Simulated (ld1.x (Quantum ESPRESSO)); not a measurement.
**What the settings do to the TM potential of Os (Z = 76)**

Base potential:

Os (Z = 76), norm-conserving Troullier–Martins (Kleinman–Bylander form), made with ld1.x (Quantum ESPRESSO) 7.5 (PBE, scalar-relativistic). Core [Xe] 4f14, reference 5d6 6s2 6p0. Waves: 6s (bound): rc 2.50 bohr; 6p (bound, empty): rc 3.75 bohr; 5d (bound): rc 1.30 bohr. Local part: all-electron potential smoothed inside 2.15 bohr (lloc = -1). Core correction: none.

All-electron outer shells of the reference configuration (PBE, scalar-relativistic, ld1.x):

| shell | level (eV) | outermost node (bohr) | outermost maximum (bohr) |
| --- | --- | --- | --- |
| 4f | -51.98 | – | 0.40 |
| 5p | -50.84 | 0.55 | 1.03 |
| 5d | -6.25 | 0.60 | 1.36 |
| 6s | -6.15 | 1.20 | 2.48 |
| 6p | -1.27 | 1.44 | 3.56 |

Cutoffs, loose and tight: the cutoffs (Ry, on a coarse ladder) from which the occupation-weighted sum of valence levels, in a spherical-Bessel basis at the reference potential, stays within 10 and 1 mRy of its value at 400 Ry. They do not see the model core or the augmentation charge, which bear on the density cutoff. Test errors are all-electron minus pseudo excitation energies from the reference, over the configurations 5d6 6s1 6p0; 5d6 6s0 6p0; 5d5 6s0 6p0; 5d6 6s1.5 6p0; 5d5 6s2 6p1; 5d6 6s0 6p2; 5d4 6s0 6p0. A dash means not determined; rows that change the core or the reference have their own tests. The largest error is taken over the tests solved by every variant that gives reliable tests at all: 5d4 6s0 6p0; 5d5 6s0 6p0; 5d6 6s0 6p0; 5d6 6s0 6p2; 5d6 6s1 6p0; 5d6 6s1.5 6p0.

A true bound ghost makes a file unfit for plane-wave use even where its test errors are small: the radial tests pick states by their node count and pass the ghost by.

Cutoffs are not given where the Bessel-basis levels miss the radial ones by over 6 mRy, ghosts where they miss by over 20 mRy; a channel whose overlap is not positive is not tested.

| change | outcome | cutoff, loose | cutoff, tight | bound ghosts | largest test error (meV) |
| --- | --- | --- | --- | --- | --- |
| base | generated | 35 Ry | 60 Ry | s | +98 |
| wave 5d (bound): rc 1.30 bohr becomes 5d (bound): rc 0.88 bohr | generated | – | – | s | +104 |
| wave 5d (bound): rc 1.30 bohr becomes 5d (bound): rc 1.00 bohr | generated | 180 Ry | over 300 Ry | s | +102 |
| wave 5d (bound): rc 1.30 bohr becomes 5d (bound): rc 1.10 bohr | generated | 120 Ry | 200 Ry | s | +100 |
| wave 5d (bound): rc 1.30 bohr becomes 5d (bound): rc 1.42 bohr | generated | 35 Ry | 70 Ry | s | +98 |
| wave 5d (bound): rc 1.30 bohr becomes 5d (bound): rc 1.54 bohr | generated | 35 Ry | 60 Ry | s | +98 |
| wave 5d (bound): rc 1.30 bohr becomes 5d (bound): rc 1.66 bohr | generated | 35 Ry | 45 Ry | s | +98 |
| wave 5d (bound): rc 1.30 bohr becomes 5d (bound): rc 1.80 bohr | generated | 35 Ry | 45 Ry | s | +98 |
| wave 5d (bound): rc 1.30 bohr becomes 5d (bound): rc 1.96 bohr | generated | 35 Ry | 45 Ry | s | +98 |

Reading the sweep of the d radius (base included, trends over the rows without a ghost): Bound ghosts are found at 0.88, 1, 1.1, 1.3, 1.42, 1.54, 1.66, 1.8, 1.96 bohr. Every judged row has one, so this setting neither creates nor removes them.
